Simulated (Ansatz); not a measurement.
A run for Ansatz (a quantum-chemistry and plane-wave program): U-B3LYP-D3(BJ)/def2-TZVP on CoO2 (SMILES [O]=[Co]=[O]), 2S+1 = 2, a spin state set in the input, which need not be the lowest.

Ansatz 0.2 input:
```yaml
crystal:
  periodic: [false, false, false]
  atoms:
    - {symbol: Co, position_ang: [0.05124921, -0.03285018, 0.04233449]}
    - {symbol: O, position_ang: [1.16247633, 0.22821317, -1.04796586]}
    - {symbol: O, position_ang: [-1.24689426, -0.14799139, 0.93531174]}
basis:
  gaussian:
    orbitals: def2-TZVP
hamiltonian:
  xc: b3lyp
  dispersion: d3bj
magnetization: {spin_polarized: true, initial_magnetization: 1}
relax: {f_tol: 0.005, max_steps: 120}
```

The log:

```
WARN ansatz: RAYON_NUM_THREADS=1 ignored (pool sized by the plan → 1); use --threads N
Functional definition: B3LYP
integrals: 0.03 GiB planned
822 factors; their error is unknown
mean field: 0.45 GiB planned
mean field evaluation 1: about -41710.2779 eV, gradient 5.8e1 eV
mean field evaluation 2: about -41558.8500 eV, gradient 2.4e2 eV
mean field evaluation 4: about -41719.7768 eV, gradient 1.1e1 eV
mean field evaluation 8: about -41720.0935 eV, gradient 4.0e-1 eV
mean field evaluation 16: about -41720.4651 eV, gradient 1.9e0 eV
mean field evaluation 32: about -41720.9645 eV, gradient 1.2e-2 eV
mean field evaluation 64: about -41720.3522 eV, gradient 1.0e-2 eV
mean field evaluation 96: about -41720.9637 eV, gradient 3.5e-6 eV
mean field -41720.96456237 eV, -1533.2171681817 hartree, gradient 6.2e-8 eV, S^2 0.926646; 8 other end points of the search recorded, 0 dependent functions left out
the calculation of the forces begins
reference -41720.96475584 eV, -1533.2171752917 hartree; 22, 21 occupied and 85, 86 virtual orbitals, 822 factors
relax step   1: F+E_penalty+E_count = -41721.02757951 eV  Δ(F+E_penalty+E_count) = +0.000e0 eV  max|allowed force component| = 5.569e-1 eV/Å  Δτ_max = 0.0000 Å  (1033 SCF iters, accepted)
these checks for a lower state are left out or cut short: starts, cluster_reference, orbital_swaps, neighbouring_geometries, increment
integrals: 0.03 GiB planned
822 factors; their error is unknown
mean field: 0.45 GiB planned
mean field evaluation 128: about -41720.9700 eV, gradient 1.8e-3 eV
mean field -41720.96997822 eV, -1533.2173672103 hartree, gradient 5.2e-8 eV, S^2 0.921196; 1 other end points of the search recorded, 0 dependent functions left out
the calculation of the forces begins
reference -41720.97017160 eV, -1533.2173743172 hartree; 22, 21 occupied and 85, 86 virtual orbitals, 822 factors
relax step   2: F+E_penalty+E_count = -41721.03306255 eV  Δ(F+E_penalty+E_count) = -5.483e-3 eV  max|allowed force component| = 3.507e-1 eV/Å  Δτ_max = 0.0063 Å  (295 SCF iters, accepted)
these checks for a lower state are left out or cut short: starts, cluster_reference, orbital_swaps, neighbouring_geometries, increment
integrals: 0.03 GiB planned
822 factors; their error is unknown
mean field: 0.45 GiB planned
mean field evaluation 160: about -41720.8421 eV, gradient 1.2e0 eV
mean field -41720.97667447 eV, -1533.2176132930 hartree, gradient 2.7e-7 eV, S^2 0.930643; 0 other end points of the search recorded, 0 dependent functions left out
the calculation of the forces begins
reference -41720.97686765 eV, -1533.2176203923 hartree; 22, 21 occupied and 85, 86 virtual orbitals, 822 factors
relax step   3: F+E_penalty+E_count = -41721.03989089 eV  Δ(F+E_penalty+E_count) = -6.828e-3 eV  max|allowed force component| = 3.000e-1 eV/Å  Δτ_max = 0.0172 Å  (158 SCF iters, accepted)
these checks for a lower state are left out or cut short: starts, cluster_reference, orbital_swaps, neighbouring_geometries, increment
integrals: 0.03 GiB planned
822 factors; their error is unknown
mean field: 0.45 GiB planned
mean field -41720.98643627 eV, -1533.2179720327 hartree, gradient 3.5e-6 eV, S^2 0.976858; 0 other end points of the search recorded, 0 dependent functions left out
the calculation of the forces begins
reference -41720.98662930 eV, -1533.2179791263 hartree; 22, 21 occupied and 85, 86 virtual orbitals, 822 factors
relax step   4: F+E_penalty+E_count = -41721.04974917 eV  Δ(F+E_penalty+E_count) = -9.858e-3 eV  max|allowed force component| = 4.364e-1 eV/Å  Δτ_max = 0.0275 Å  (100 SCF iters, accepted)
these checks for a lower state are left out or cut short: starts, cluster_reference, orbital_swaps, neighbouring_geometries, increment
integrals: 0.03 GiB planned
822 factors; their error is unknown
mean field: 0.45 GiB planned
mean field evaluation 192: about -41720.8778 eV, gradient 2.0e0 eV
mean field -41721.02766230 eV, -1533.2194870614 hartree, gradient 1.3e-5 eV, S^2 1.150617; 0 other end points of the search recorded, 0 dependent functions left out
the calculation of the forces begins
reference -41721.02785591 eV, -1533.2194941763 hartree; 22, 21 occupied and 85, 86 virtual orbitals, 822 factors
relax step   5: F+E_penalty+E_count = -41721.09135005 eV  Δ(F+E_penalty+E_count) = -4.160e-2 eV  max|allowed force component| = 4.875e-1 eV/Å  Δτ_max = 0.0968 Å  (96 SCF iters, accepted)
these checks for a lower state are left out or cut short: starts, cluster_reference, orbital_swaps, neighbouring_geometries, increment
integrals: 0.03 GiB planned
822 factors; their error is unknown
mean field: 0.46 GiB planned
mean field -41721.03692673 eV, -1533.2198275227 hartree, gradient 1.4e-5 eV, S^2 1.212529; 0 other end points of the search recorded, 0 dependent functions left out
the calculation of the forces begins
reference -41721.03712061 eV, -1533.2198346477 hartree; 22, 21 occupied and 85, 86 virtual orbitals, 822 factors
relax step   6: F+E_penalty+E_count = -41721.10075422 eV  Δ(F+E_penalty+E_count) = -9.404e-3 eV  max|allowed force component| = 6.104e-1 eV/Å  Δτ_max = 0.0308 Å  (101 SCF iters, accepted)
these checks for a lower state are left out or cut short: starts, cluster_reference, orbital_swaps, neighbouring_geometries, increment
integrals: 0.03 GiB planned
822 factors; their error is unknown
mean field: 0.45 GiB planned
mean field evaluation 224: about -41720.9164 eV, gradient 2.0e-1 eV
mean field -41721.03632607 eV, -1533.2198054490 hartree, gradient 1.2e-5 eV, S^2 1.436032; 0 other end points of the search recorded, 0 dependent functions left out
the calculation of the forces begins
reference -41721.03652093 eV, -1533.2198126100 hartree; 22, 21 occupied and 85, 86 virtual orbitals, 822 factors
relax step   7: F+E_penalty+E_count = -41721.10076009 eV  Δ(F+E_penalty+E_count) = -5.871e-6 eV  max|allowed force component| = 6.078e-1 eV/Å  Δτ_max = 0.1269 Å  (101 SCF iters, accepted)
these checks for a lower state are left out or cut short: starts, cluster_reference, orbital_swaps, neighbouring_geometries, increment
integrals: 0.03 GiB planned
822 factors; their error is unknown
mean field: 0.45 GiB planned
mean field -41721.05026002 eV, -1533.2203175121 hartree, gradient 1.6e-5 eV, S^2 1.311913; 0 other end points of the search recorded, 0 dependent functions left out
the calculation of the forces begins
reference -41721.05045433 eV, -1533.2203246530 hartree; 22, 21 occupied and 85, 86 virtual orbitals, 822 factors
relax step   8: F+E_penalty+E_count = -41721.11443172 eV  Δ(F+E_penalty+E_count) = -1.367e-2 eV  max|allowed force component| = 3.002e-1 eV/Å  Δτ_max = 0.0586 Å  (96 SCF iters, accepted)
these checks for a lower state are left out or cut short: starts, cluster_reference, orbital_swaps, neighbouring_geometries, increment
integrals: 0.03 GiB planned
822 factors; their error is unknown
mean field: 0.45 GiB planned
mean field evaluation 256: about -41721.0510 eV, gradient 2.2e-5 eV
mean field -41721.05096512 eV, -1533.2203434242 hartree, gradient 5.9e-6 eV, S^2 1.323911; 0 other end points of the search recorded, 0 dependent functions left out
the calculation of the forces begins
reference -41721.05115948 eV, -1533.2203505666 hartree; 22, 21 occupied and 85, 86 virtual orbitals, 822 factors
relax step   9: F+E_penalty+E_count = -41721.11516556 eV  Δ(F+E_penalty+E_count) = -7.338e-4 eV  max|allowed force component| = 1.907e-1 eV/Å  Δτ_max = 0.0069 Å  (83 SCF iters, accepted)
these checks for a lower state are left out or cut short: starts, cluster_reference, orbital_swaps, neighbouring_geometries, increment
integrals: 0.03 GiB planned
822 factors; their error is unknown
mean field: 0.45 GiB planned
mean field -41721.05156490 eV, -1533.2203654657 hartree, gradient 1.8e-5 eV, S^2 1.320334; 0 other end points of the search recorded, 0 dependent functions left out
the calculation of the forces begins
reference -41721.05175924 eV, -1533.2203726075 hartree; 22, 21 occupied and 85, 86 virtual orbitals, 822 factors
relax step  10: F+E_penalty+E_count = -41721.11574403 eV  Δ(F+E_penalty+E_count) = -5.785e-4 eV  max|allowed force component| = 3.252e-3 eV/Å  Δτ_max = 0.0029 Å  (84 SCF iters, accepted)
integrals: 0.03 GiB planned
822 factors; their error is unknown
mean field: 0.45 GiB planned
mean field evaluation 288: about -41720.4049 eV, gradient 3.8e0 eV
mean field evaluation 320: about -41647.5855 eV, gradient 4.9e1 eV
mean field evaluation 352: about -41718.8786 eV, gradient 3.6e0 eV
mean field evaluation 384: about -41720.7987 eV, gradient 7.1e-1 eV
mean field evaluation 416: about -41721.0344 eV, gradient 1.1e-4 eV
mean field evaluation 448: about -41720.9076 eV, gradient 4.0e0 eV
mean field -41721.05156490 eV, -1533.2203654657 hartree, gradient 1.8e-5 eV, S^2 1.320334; 17 other end points of the search recorded, 0 dependent functions left out
the calculation of the forces begins
reference -41721.05175924 eV, -1533.2203726075 hartree; 22, 21 occupied and 85, 86 virtual orbitals, 822 factors
Total energy: -41721.11593836 eV, -1533.2227311468 hartree
Atom 0 at     0.205279    -0.148501     0.195720 Å, force    -0.001812     0.001526    -0.002136 eV/Å
Atom 1 at     1.017804     0.276096    -1.070212 Å, force    -0.001440    -0.001152     0.003045 eV/Å
Atom 2 at    -1.256252    -0.080223     0.804173 Å, force     0.003252    -0.000374    -0.000909 eV/Å
Dipole moment:     0.257137    -0.208297     0.286604 e Å
```

The calculation finished and met its thresholds. Its determinant has ⟨S²⟩ = 1.32, a mixture of spin states.

Cost: about 2.5 core-minutes (a rough figure).
